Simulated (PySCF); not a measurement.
Geometries of 2 isomers of C3H7ClO2Si, from PBE0-D3(BJ)/def2-SVP geometry optimisation, gas phase (PySCF 2.14.0). One conformer each, no zero-point energy, no frequencies.

Question: Which isomer lies lower at this level?
A.
```xyz
14
angstrom
Cl     3.103   -1.148    1.223
C      2.249    0.031    0.175
Si     0.598   -0.717   -0.302
O     -0.297    0.264   -1.327
C     -1.378    0.835   -0.611
C     -1.692   -0.103    0.563
O     -0.468   -0.671    0.989
H      2.883    0.232   -0.701
H      2.123    0.966    0.738
H      0.808   -2.061   -0.893
H     -1.096    1.839   -0.242
H     -2.244    0.952   -1.281
H     -2.158    0.437    1.402
H     -2.388   -0.902    0.245
```
B.
```xyz
14
angstrom
Cl     7.624    1.662    4.809
Si     6.833    1.761    2.903
O      6.026    0.359    2.582
C      4.694    0.209    3.044
C      3.842    1.432    2.726
C      4.406    2.715    3.322
O      5.720    2.978    2.857
H      7.913    1.987    1.930
H      4.699    0.021    4.135
H      4.276   -0.687    2.561
H      2.819    1.272    3.104
H      3.773    1.547    1.631
H      4.409    2.653    4.428
H      3.779    3.576    3.046
```

Answer: B. That is `Cl[SiH]1OCCCO1`, 41.9 kcal/mol below the other.

```json
{"SMILES": "Cl[SiH]1OCCCO1", "atoms numbered as above": "[Cl:1][SiH:2]1[O:3][CH2:4][CH2:5][CH2:6][O:7]1", "E (Eh)": "-1017.80318", "relative (kcal/mol)": "0.0", "relative (kJ/mol)": "0.0", "dipole (D)": "2.57"}
{"SMILES": "ClC[SiH]1OCCO1", "atoms numbered as above": "[Cl:1][CH2:2][SiH:3]1[O:4][CH2:5][CH2:6][O:7]1", "E (Eh)": "-1017.73639", "relative (kcal/mol)": "41.9", "relative (kJ/mol)": "175.4", "dipole (D)": "2.36"}
```

As drawn, the higher has an Si–C bond, which the lower lacks.
